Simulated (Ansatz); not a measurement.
`OC(CF)C(F)F` and `OC(O)CF` differ in one atom or group.

Ansatz, PBE0-D4/def2-TZVP geometries, multiplicity 1. Each molecule was computed in one conformer, which needn't be the lowest.

```tsv
property	`OC(CF)C(F)F`
LUMO energy (PBE0/def2-TZVPP) / eV	0.94
LUMO energy (ωB97M-V/def2-TZVPP) / eV	2.53
size of the dipole moment (ωB97M-V/def2-TZVPP) / D	1.01
HOMO energy (ωB97M-V/def2-TZVPP) / eV	-11.10
HOMO energy (PBE/def2-TZVPP) / eV	-6.91
HOMO energy (B3LYP/def2-TZVPP) / eV	-8.41
```

(1) What does the change do to each property? (Best estimate.)

Answers

(1) The calculation gave: 
```json
{"property": "LUMO energy (PBE0/def2-TZVPP) / eV", "`OC(O)CF`": "0.96", "shift": "0.02"}
{"property": "LUMO energy (ωB97M-V/def2-TZVPP) / eV", "`OC(O)CF`": "2.46", "shift": "-0.07"}
{"property": "size of the dipole moment (ωB97M-V/def2-TZVPP) / D", "`OC(O)CF`": "1.34", "shift": "0.33"}
{"property": "HOMO energy (ωB97M-V/def2-TZVPP) / eV", "`OC(O)CF`": "-10.86", "shift": "0.24"}
{"property": "HOMO energy (PBE/def2-TZVPP) / eV", "`OC(O)CF`": "-6.65", "shift": "0.26"}
{"property": "HOMO energy (B3LYP/def2-TZVPP) / eV", "`OC(O)CF`": "-8.15", "shift": "0.26"}
```

Dipoles are sizes alone; their direction can turn.

B3LYP here is the variant with VWN-RPA as its local correlation; programs differ in this.
